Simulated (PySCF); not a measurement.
# One molecule, several mistakes: B2GeH5O cation

These are calculations, not measurements. They come from PySCF 2.14.0, an open-source quantum chemistry program, on an isolated molecule that a program drew, which may never have been made. The molecule is B2GeH5O cation (charge +1, singlet), drawn as the SMILES string `[BH+]O[BH][GeH3]`.

Each row is a Hartree-Fock (HF) and frozen-core CCSD(T) single point in the cc-pVDZ basis, meant for a local HF minimum. Run 1 is clean. Each other run has one planted mistake out of seven kinds, and not every kind appears here: one electron removed, one electron added, multiplicity raised by two, geometry at a saddle point, minimal basis STO-3G, one bond length entered in bohr, all coordinates scaled. The reference is restricted for singlets and unrestricted otherwise, and also for a bond in bohr. Adding or removing an electron swaps singlet and doublet. Electrons count all cores. HOMO and LUMO are orbital energies over both spins, the gradient is its largest component, and the lowest frequency (negative if imaginary) is given only where the gradient is small. Bond lengths are over the 8 bonds as drawn. T1 is the CCSD diagnostic: over 0.02 (restricted) or 0.045 (unrestricted) a single reference is doubtful. Germanium has the cc-pVDZ-PP basis, with a core potential (ECP10MDF) in place of its 10 inner electrons, and its 3s, 3p and 3d shells are frozen in CCSD(T).

Geometry of the clean run:
```xyz
9
B2GeH5O cation, angstrom
B     0.9711    3.0394   -4.1045
O     1.0509    2.2742   -3.1653
B     1.1239    1.3252   -2.0265
Ge   -0.4066   -0.0968   -1.8004
H     0.8939    3.7761   -5.0090
H     2.0972    1.5350   -1.3823
H    -1.0556    0.1771   -0.4507
H    -1.3963    0.0849   -2.9483
H     0.2594   -1.4649   -1.8422
```

```
run,electrons,basis functions,<S^2>,HOMO (eV),LUMO (eV),gradient (hartree/bohr),lowest frequency (cm^-1),mean bond (Å),longest bond (Å),T1,HF (hartree),CCSD(T) (hartree),mistake
1,54,90,0.000,-16.01,-3.85,2.0e-05,26,1.4657,2.101,0.0168,-420.29469,-420.76888,no fault
2,54,90,0.000,-16.16,-3.85,3.0e-02,-,1.4305,2.051,0.0160,-420.28955,-420.75998,all coordinates scaled
3,55,90,0.791,-5.60,2.15,2.6e-02,-,1.4657,2.101,0.0198,-420.46510,-420.97184,one electron added
4,54,90,0.694,-14.53,-4.13,1.9e-02,-,1.5976,2.241,0.0617,-420.16861,-420.64397,?
5,53,90,0.760,-22.68,-13.54,9.2e-02,-,1.4657,2.101,0.0193,-419.75277,-420.19921,?
```

**Which mistake was planted in run 4, and what did it cost?**

The mean bond changes by a factor of 1.090 and the longest by 1.067, so the molecule wasn't scaled as a whole. A length L in bohr read as angstrom grows by (1/0.5292 - 1) L = 0.890 L. The 8 bonds together grew by 8 x 0.1319 = 1.055 Å, which gives L = 1.186 Å. That is bond B3-H6, 1.186 Å in the clean geometry. So the mistake is: one bond length entered in bohr. Subtracting run 1 and multiplying by 627.51 kcal/mol a hartree, the energy moved by 79.1 kcal/mol in HF and 78.4 kcal/mol in CCSD(T).

**Which mistake was planted in run 5, and what did it cost?**

It counts 53 electrons, one fewer than the clean run, at the same geometry and basis. So the mistake is: one electron removed. Subtracting run 1 and multiplying by 627.51 kcal/mol a hartree, the energy moved by 340.1 kcal/mol in HF and 357.5 kcal/mol in CCSD(T).

Cautions from the logs. Run 4: T1 is over the limit, so its CCSD(T) energy is less reliable.
